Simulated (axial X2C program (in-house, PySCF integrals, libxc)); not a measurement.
ReF: cheaper levels and CCSD(T), with spin–orbit coupling

Computed with an axial X2C code built on PySCF integrals. Two-component (2c) means X2C with spin–orbit coupling and atomic mean-field two-electron Coulomb and Gaunt terms. Basis: Re dyall-cv3z [13s14p9d7f4g], F dyall-av3z [7s6p3d2f] (cores contracted in-house); Gaussian nuclei, density fitting, unrestricted open shells. Masses: Re 186.956 u, F 18.998 u.

State: Ω = 3 (⟨Sz⟩ = 2.94, ⟨Lz⟩ = 0.06 at HF); fragments Re + F.

```
level  Re (Å)  ωe (cm⁻¹)  De (eV)
 PBE0   1.971      538.2     4.17
   HF   1.999      532.0     3.10
  MP2   1.992      529.6     4.40
 CCSD   1.988      537.4     3.89
```

Correlated methods: 14 electrons correlated (number of frozen shells: Re 5 s, 4 p, 2 d, 1 f; F 1 s), 312 virtual spin orbitals or spinors in MP2, 90 natural virtuals in coupled cluster.

CCSD(T), same Hamiltonian and basis:

Re = 1.990 Å, ωe = 534.9 cm⁻¹, De = 3.92 eV; T1 = 0.016 (Lee–Taylor normalisation).

Question: Give the differences from CCSD(T) in the columns below.

Answer: 

| level | ΔRe (Å) | Δωe (cm⁻¹) | ΔDe (eV) |
| --- | --- | --- | --- |
| PBE0 | -0.019 | 3 | 0.25 |
| HF | 0.009 | -3 | -0.82 |
| MP2 | 0.002 | -5 | 0.48 |
| CCSD | -0.002 | 2 | -0.03 |

De is counted from the lowest determinant-based energies of the atoms at the same level, without counterpoise correction. Density functionals use the spin component along the axis (collinear). CCSD and (T) use frozen natural virtuals with an MP2 correction for the truncation; (T) itself is uncorrected, so its De runs slightly low. The 2c atoms are single determinants rather than J levels; their spin–orbit lowering is only partly caught, and De is too large by that part. This holds for PBE0. Without a current term, density functionals place determinants with orbital angular momentum somewhat too high. The state is one determinant with fixed occupations, lowest in a PBE0 search at one distance only: followed along the bond, the spin-free determinant M_S = 2, Λ = 0 reaches 0.02 eV lower at PBE0, at Re = 1.828 Å, so the state shown is not the lowest. With several unpaired electrons one determinant need not be a pure state. Open-shell Ω = 0 determinants with evenly filled partner blocks cannot be reached by this program, so the Ω shown need not be the lowest component.
